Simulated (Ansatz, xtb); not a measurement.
## FH9Si3Sn: which of two isomers lies lower

Structure X: `F[SiH2][SnH]([SiH3])[SiH3]`, a singlet. Structure Y: `[F][Sn]([SiH3])([SiH3])[SiH3]`, a singlet. Both are isolated molecules in the gas phase, relaxed with PBE0-D4/def2-SVP; the shapes shown needn't be the lowest conformers.

X (Å):

```yaml
atoms:
  - { symbol: F, position_ang: [-1.8999, 0.9737, 1.4430] }
  - { symbol: Si, position_ang: [-0.3661, 0.7052, 1.9407] }
  - { symbol: Si, position_ang: [0.6958, 0.4871, -2.1000] }
  - { symbol: Si, position_ang: [-0.5537, -2.9697, -0.0518] }
  - { symbol: Sn, position_ang: [0.7389, -0.7594, 0.1450] }
  - { symbol: H, position_ang: [0.3023, 2.0318, 2.0957] }
  - { symbol: H, position_ang: [-0.4296, 0.0354, 3.2742] }
  - { symbol: H, position_ang: [2.3644, -1.0755, 0.6032] }
  - { symbol: H, position_ang: [1.3408, -0.3378, -3.1670] }
  - { symbol: H, position_ang: [1.4223, 1.7893, -1.9909] }
  - { symbol: H, position_ang: [-0.7223, 0.7556, -2.4865] }
  - { symbol: H, position_ang: [-1.9660, -2.6804, -0.4449] }
  - { symbol: H, position_ang: [0.0680, -3.8470, -1.0904] }
  - { symbol: H, position_ang: [-0.5544, -3.6951, 1.2555] }
```

Y (Å):

```
atom    x (Å)    y (Å)    z (Å)
   F  -2.1975  -1.0796   0.3763
  Si   0.4904   0.1597   2.4451
  Si  -1.0002   1.9473  -1.1899
  Si   0.8806  -1.9303  -1.3117
  Sn  -0.4542  -0.2247   0.0809
   H  -0.4142   1.0523   3.2291
   H   1.8283   0.8159   2.3131
   H   0.6550  -1.1416   3.1587
   H  -1.8860   2.8250  -0.3686
   H   0.2841   2.6657  -1.4589
   H  -1.6655   1.6369  -2.4902
   H   1.0579  -3.2030  -0.5511
   H   2.2262  -1.3446  -1.6021
   H   0.1822  -2.2085  -2.6019
```

Q: Which of the two would you expect CCSD(T)/def2-SVP + ΔMP2/def2-TZVPP electronic energies to favour?

A: Structure X; the calculation gives E(Y) − E(X) = +72.7 kJ/mol.

Level by level:

| level | geometry | E(Y) − E(X) (kJ/mol) | departure from the last row (kJ/mol) | job, with rough time for the two |
| --- | --- | --- | --- | --- |
| GFN2-xTB | GFN2-xTB | +75.0 | +2.3 | optimisation, 0.34 s |
| HF/STO-3G | GFN2-xTB | +84.7 | +12.0 | single point, 1.5 s |
| r2SCAN-D4/def2-SVP | GFN2-xTB | +52.6 | −20.1 | single point, 7.2 s |
| PBE0-D4/def2-SVP | PBE0-D4/def2-SVP | +57.8 | −14.9 | optimisation, 76 s |
| HF/def2-SVP | PBE0-D4/def2-SVP | +60.7 | −12.0 | part of the CCSD(T) run |
| MP2/def2-SVP | PBE0-D4/def2-SVP | +57.7 | −15.0 | part of the CCSD(T) run |
| CCSD(T)/def2-SVP | PBE0-D4/def2-SVP | +55.2 | −17.5 | single point |
| CCSD(T)/def2-SVP + ΔMP2/def2-TZVPP | PBE0-D4/def2-SVP | +72.7 |  | single point, 1.8 min |

As drawn, Y has 1 F–Sn, 1 Si–H in place of 1 F–Si, 1 Sn–H.

None of the levels shown reverses the order. The largest departure from CCSD(T)/def2-SVP + ΔMP2/def2-TZVPP is that of r2SCAN-D4/def2-SVP, 20.1 kJ/mol. The last row adds to CCSD(T) the change of the MP2 difference between the two basis sets, here +17.5 kJ/mol, a large step that makes the value less sure.

With thermal terms from frequencies at re-optimised GFN2-xTB minima (ideal gas, soft modes damped towards free rotors, one conformer each, 298.15 K, 1 atm): on the last row, ΔE + ΔZPE = +67.7, ΔH = +70.5, ΔG = +67.8 kJ/mol.

The correlated steps freeze 20 core orbitals; the filled d shell of Sn is correlated, in a basis made for valence electrons. Atoms past krypton carry core potentials in the def2 sets, other sets are all-electron and non-relativistic, and no spin–orbit term is included. Codes used: Ansatz 0.2.0, xtb 6.7.1; the last row on 2 threads of Arm Neoverse V1 on a shared host.
